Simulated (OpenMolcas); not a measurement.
## Rh4+: moving or changing the point charges

Rh4+ among 6 point charges of -1 e arranged as an octahedron (Oh), 1.98 Å from the ion.

| Property | Result |
| --- | --- |
| Program | OpenMolcas |
| Method | CASSCF |
| Basis | ANO-RCC-VTZP [7s6p4d2f1g] |
| Scalar Hamiltonian | DKH2, point nucleus |
| Active space | 5 electrons in 5 orbitals (4d) |
| State averaging | 2S+1 = 6 even, 1 root; 2S+1 = 4 even, 24 roots; 2S+1 = 2 even, 75 roots |
| Spin-orbit coupling | RASSI with atomic mean-field integrals over the reference wave functions |

Runs around this geometry, states (labels of O, the rotations of Oh). Energies in cm-1 above the lowest state or level, χT in cm3 K/mol; 10Dq and B are least-squares fits to the states below 45000 cm-1, weighted by degeneracy, with a free offset, and given where the rms deviation is under 5 % of |10Dq| (or 100 cm-1) and under 700 cm-1.

```json
{"R (Å)": "1.98", "q (e)": "-0.65", "Ground state": "6A1", "10Dq": "2241", "B (rms of fit)": "1004 (39)", "First gap with spin-orbit (degeneracies)": "0.1 (2, 4)", "χT at 300 K": "4.370", "First state of another spin": "4T1 29796"}
{"R (Å)": "1.82", "q (e)": "-1", "Ground state": "6A1", "10Dq": "5178", "B (rms of fit)": "1002 (86)", "First gap with spin-orbit (degeneracies)": "0.2 (2, 4)", "χT at 300 K": "4.369", "First state of another spin": "4T1 27630"}
{"R (Å)": "1.98", "q (e)": "-1", "Ground state": "6A1", "10Dq": "3396", "B (rms of fit)": "1012 (48)", "First gap with spin-orbit (degeneracies)": "0.1 (2, 4)", "χT at 300 K": "4.370", "First state of another spin": "4T1 29012"}
{"R (Å)": "2.18", "q (e)": "-1", "Ground state": "6A1", "10Dq": "2142", "B (rms of fit)": "1004 (38)", "First gap with spin-orbit (degeneracies)": "0.1 (2, 4)", "χT at 300 K": "4.370", "First state of another spin": "4T1 29861"}
```

Taking |10Dq| as R^-n, n = -ln(2142 / 5178) / ln(2.18 / 1.82) = 4.9 between the shortest and longest distance. The point-charge formula for a cubic d site gives n = 5.

Scaling the charges by -0.65 / -1 = 0.65 scales |10Dq| by 2241 / 3396 = 0.66; with fixed orbitals a first-order splitting would follow the charge.

Without dynamic correlation the repulsion within the d shell is too large (B by tens of per cent), so at a given field states of lower spin stand too high. Point charges give a weaker field than real ligands, and real ions of this kind are as a rule low spin; the high spin found here belongs to the model. This field is weak: 10Dq is about 2241 cm-1, while octahedral complexes of 4d ions of charge 3 and more, computed by the same method with explicit ligands, had a median near 25000 cm-1. Ground spin and moment need not be those of a real site (figures for R = 1.98, q = -0.65; the like holds for R = 1.82, q = -1, R = 1.98, q = -1, R = 2.18, q = -1). This is an electrostatic model: the charges have no orbitals. No measured value stands beside these numbers.
